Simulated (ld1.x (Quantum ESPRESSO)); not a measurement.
# An all-electron radial function and its pseudo partner (Cu)

Columns: radius, all-electron u(r) and pseudo u(r) of the 3s shell (level -160.16 eV) of copper in the configuration [Ne] 3s2 3p6 3d8 4s0 4p0; LDA (PZ), scalar-relativistic, RRKJ scheme, ld1.x (Quantum ESPRESSO) 7.5.

| r (bohr) | all-electron | pseudo |
| --- | --- | --- |
| 0.055 | 0.1708 | 0.1517 |
| 0.110 | -0.4977 | 0.3016 |
| 0.165 | -0.7127 | 0.4480 |
| 0.220 | -0.5097 | 0.5891 |
| 0.275 | -0.1069 | 0.7229 |
| 0.330 | 0.3301 | 0.8472 |
| 0.385 | 0.7107 | 0.9593 |
| 0.440 | 0.9985 | 1.0562 |
| 0.495 | 1.1892 | 1.1342 |
| 0.550 | 1.2935 | 1.1896 |
| 0.605 | 1.3288 | 1.2193 |
| 0.660 | 1.3125 | 1.2214 |
| 0.715 | 1.2600 | 1.1961 |
| 0.770 | 1.1843 | 1.1459 |
| 0.825 | 1.0952 | 1.0758 |
| 0.880 | 0.9998 | 0.9919 |
| 0.935 | 0.9034 | 0.9011 |
| 0.990 | 0.8095 | 0.8090 |
| 1.045 | 0.7202 | 0.7202 |
| 1.100 | 0.6371 | 0.6371 |
| 1.155 | 0.5608 | 0.5608 |
| 1.210 | 0.4916 | 0.4916 |
| 1.265 | 0.4292 | 0.4292 |
| 1.320 | 0.3736 | 0.3736 |
| 1.375 | 0.3243 | 0.3243 |
| 1.430 | 0.2807 | 0.2807 |

Problem. How many radial nodes do the two functions have?

Solution. The all-electron 3s function has n − l − 1 = 2; the pseudo-wave has 0, since the states of the same l below it are removed with the core.

Problem. At about which radius was the pseudo-wave matched?

Solution. 1.10 bohr. The columns agree to 0.0005 from 0.99 bohr on; several derivatives are matched, so the curves merge somewhat inside the radius.

Problem. Is the pseudo-wave norm-conserving?

Solution. Yes: the RRKJ scheme keeps the norm inside the radius equal to the all-electron one, which fixes the energy derivative of the logarithmic derivative at the level.
